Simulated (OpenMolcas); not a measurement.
Pd2+ among 5 point charges of -1 e arranged as a trigonal bipyramid (D3h), 2.12 Å from the ion, with the axial distance 2.078 Å.

```json
{
 "Program": "OpenMolcas 26.06",
 "Method": "CASSCF",
 "Basis": "ANO-RCC-VDZP [6s5p3d1f]",
 "Scalar Hamiltonian": "DKH2, point nucleus",
 "Active space": "8 electrons in 5 orbitals (4d)",
 "State averaging": "2S+1 = 3 even, 10 roots; 2S+1 = 1 even, 15 roots",
 "Spin-orbit coupling": "RASSI with atomic mean-field integrals over the reference wave functions"
}
```

Q: What is the spin-free ground state (labels of D3, the rotations of D3h)?

A: 3E, 2-fold in its orbital part, 100 % from free-ion F terms; it has the highest spin that d8 allows.

Q: Where is the first state of the same spin?

A: 3E at 2030 cm-1 above the ground state.

Q: What are the lowest two levels with spin-orbit coupling?

A: A 1-fold level A2, then a 1-fold level A1 0.3 cm-1 above it. Their leading multiplicities are 3 (100 %) and 3 (100 %).

Q: What is χT at 300 K, and how does it compare with the textbook value?

A: The lowest level has 2S+1 = 3, for which the spin-only value is χT = S(S+1) / 2 = 1.000 cm3 K/mol (g = 2). The computed 2.856 at 300 K differs by +1.856, through orbital momentum, spin-orbit coupling and any other state in reach.

An orbital doublet at a regular site is open to a Jahn-Teller distortion, which this geometry leaves out. Without dynamic correlation the repulsion within the d shell is too large (B by tens of per cent), so at a given field states of lower spin stand too high. Real 4d8 and 5d8 ions are as a rule square planar and diamagnetic. Point charges give a weaker field than real ligands, and real ions of this kind are as a rule low spin; the high spin found here belongs to the model. The ground term spreads over less than 5000 cm-1, several times less than with real ligands, so orbital moments are less quenched and χT lies further from the spin-only value than at real sites. This is an electrostatic model: the charges have no orbitals. No measured value stands beside these numbers.
